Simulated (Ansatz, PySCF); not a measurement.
Process, species as SMILES: [CH3][Ge]([CH3])([CH3])[CH3] [tetramethylgermane] + 4 [H][H] (H2) → 4 C (CH4) + [GeH4] (GeH4)
Geometries: B3LYP-D3(BJ)/def2-TZVP minima from Ansatz (an electronic-structure program). Frequencies are from Ansatz or PySCF.
Geometry of the first species:
```
Ge
C 1 1.9704
H 2 1.0908 1 110.56
H 2 1.0908 3 108.36 1 -121.32
H 2 1.0908 3 108.36 4 -117.37
C 1 1.9704 2 109.47 3 -180.00
H 6 1.0908 1 110.56 2 60.00
H 6 1.0908 7 108.36 1 -121.32
H 6 1.0908 7 108.36 8 -117.37
C 1 1.9704 2 109.47 3 -60.00
H 10 1.0908 1 110.56 2 60.00
H 10 1.0908 11 108.36 1 121.32
H 10 1.0908 11 108.36 12 117.37
C 1 1.9704 2 109.47 3 60.00
H 14 1.0908 1 110.56 2 -60.00
H 14 1.0908 15 108.36 1 -121.32
H 14 1.0908 15 108.36 16 -117.37
```

Property: energy of full hydrogenation (0 K, with B3LYP-D3(BJ) harmonic zero-point energies), in eV. Cores are frozen in the correlated levels unless marked. No spin-orbit coupling. Frozen are the shells of the preceding noble gas and the d and f shells that filled before the atom's block. Non-relativistic. CBS marks a two-point X^-3 extrapolation of the correlation energy; Hartree-Fock from the larger set.

```tsv
level	program	energy of full hydrogenation (eV)
BLYP/def2-TZVPD	Ansatz	-1.38
revPBE-D3(BJ)/def2-TZVPD	Ansatz + dftd3	-0.82
revPBE/def2-TZVPD	Ansatz	-1.20
PBE0/STO-3G	Ansatz	-0.86
```

Question: What does CCSD(T)/CBS(cc-pVTZ,cc-pVQZ) (Ansatz) give?

Answer: -0.94 eV
